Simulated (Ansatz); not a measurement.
Cost and result for the atomization energy of C2H7GaSe (`C[CH2][GaH][SeH]`) (11 atoms, 10 bonds).

Z-matrix (Å, degrees):
```
C
C 1 1.521
H 1 1.093 2 111.7
H 1 1.094 2 111.6 3 -120.0
H 1 1.093 2 111.7 3 120.0
Ga 2 1.971 1 116.2 3 -60.0
H 2 1.096 1 111.0 3 61.7
H 2 1.096 1 111.0 3 178.3
Se 6 2.332 2 119.8 1 -0.2
H 6 1.566 2 126.4 1 179.8
H 9 1.469 6 93.6 2 -0.1
```

Total charge 0; spin multiplicity 1. Correlated methods include outer-core shells of Ga, Se, which these sets cover unevenly. Scalar relativity is left out up to krypton. The geometry is a stationary point of PBE0-D4/def2-TZVP. It is one conformer, not always the lowest. Program: Ansatz. All runs use 4 threads of an Arm Neoverse V2 on a shared host. Times are those of one run each, without the atoms' runs, and a repeat can differ threefold. Electronic energies, without spin–orbit coupling; frozen cores. CCSD(T)/CBS adds CCSD(T) − MP2 in def2-TZVPP to the MP2 limit, and its time is that of the two runs behind it. T1 = 0.011. With those shells the extrapolation isn't a true limit. B3LYP takes the VWN-RPA correlation (the form of Gaussian; ORCA's B3LYP/G).

CCSD(T)/CBS is a level of theory with its own doubt, some kJ/mol a heavy atom from the limit and from the frozen cores, so smaller differences don't rank the functionals.

```
                             level  functions  wall time  atomization (kJ/mol)  difference from CCSD(T)/CBS  per bond
   PBE-D4/def2-TZVPP (with forces)        256        3 s                3687.5                         18.9       1.9
                PBE0-D4/def2-TZVPP        256      4.1 s                3656.4                        -12.2      -1.2
r2SCAN-D4/def2-TZVPP (with forces)        256        6 s                3668.5                         -0.1       0.0
 B3LYP-D4/def2-TZVPP (with forces)        256      6.5 s                3638.4                        -30.2      -3.0
                 B2PLYP/def2-TZVPP        256        7 s                3605.2                        -63.4      -6.3
                ωB97X-V/def2-TZVPP        256      9.5 s                3661.8                         -6.8      -0.7
  ωB97M-V/def2-TZVPP (with forces)        256       15 s                3642.7                        -25.9      -2.6
                    MP2/def2-QZVPP        502       27 s                3653.6                        -15.0      -1.5
                CCSD(T)/def2-TZVPP        256    4.4 min                3592.3                        -76.3      -7.6
                 CCSD(T)/CBS(def2)          –    4.9 min                3668.6                          0.0       0.0
```

In def2-TZVPP, CCSD(T) changes the Hartree–Fock value by +874.4 kJ/mol (the triples alone add +45.8 kJ/mol) and MP2 by +891.9 kJ/mol; breaking electron pairs costs correlation energy, which Hartree–Fock lacks. The D4 term adds +38.8 kJ/mol with B3LYP and +20.5 kJ/mol with PBE0; it sums over pairs of atoms, weighted by their polarisabilities, and B3LYP, whose exchange is more repulsive, gets the larger term. From PBE to PBE0 (25 % exact exchange), in def2-TZVPP and without D4, the atomization energy moves by −27.7 kJ/mol: exact exchange takes away binding that semilocal exchange gives to molecules.
